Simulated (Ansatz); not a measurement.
Ansatz (a first-principles code) job for CH5Si, SMILES [SiH2]C (connectivity only; charge and spin as stated), charge +1, multiplicity 1, PBE0/def2-TZVPD. Geometry optimised at B3LYP-D3(BJ)/def2-TZVP. The multiplicity is an assumed one; other spin states were not compared. The isomer is the one that the SMILES or the coordinates give; other isomers of the formula were not compared.

Ansatz 0.2 input:
```yaml
crystal:
  periodic: [false, false, false]
  atoms:
    - {symbol: C, position_ang: [-1.17579950, -0.01020731, 0.00000000]}
    - {symbol: Si, position_ang: [0.63651607, -0.00612266, 0.00000000]}
    - {symbol: H, position_ang: [-1.58493754, -0.46978892, -0.90172466]}
    - {symbol: H, position_ang: [-1.58493755, -0.46978892, 0.90172465]}
    - {symbol: H, position_ang: [-1.49424570, 1.04619035, -0.00000000]}
    - {symbol: H, position_ang: [1.40384643, 0.02017427, -1.25267623]}
    - {symbol: H, position_ang: [1.40384643, 0.02017427, 1.25267623]}
basis:
  gaussian:
    orbitals: def2-TZVPD
hamiltonian:
  xc: {name: PBE0}
total_charge: 1
```

Log of the run:

```
WARN ansatz: RAYON_NUM_THREADS=1 ignored (pool sized by the plan → 1); use --threads N
Functional definition: PBE0
integrals: 0.03 GiB planned
725 factors; their error is unknown
mean field: 0.38 GiB planned
mean field evaluation 1: about -8972.6815 eV, gradient 7.0e1 eV
mean field evaluation 2: about -8965.4824 eV, gradient 7.6e1 eV
mean field evaluation 4: about -8983.2642 eV, gradient 2.3e0 eV
mean field evaluation 8: about -8983.2706 eV, gradient 3.3e-2 eV
mean field -8983.27055422 eV, -330.1291037881 hartree, gradient 1.7e-5 eV, S^2 0.000000; 0 other end points of the search recorded, 0 dependent functions left out
reference -8983.27058166 eV, -330.1291047963 hartree; 12, 12 occupied and 113, 113 virtual orbitals, 725 factors
Total energy: -8983.27058166 eV, -330.1291047963 hartree
```

Self-consistency was reached.

Cost: very roughly 1.1 core-seconds.
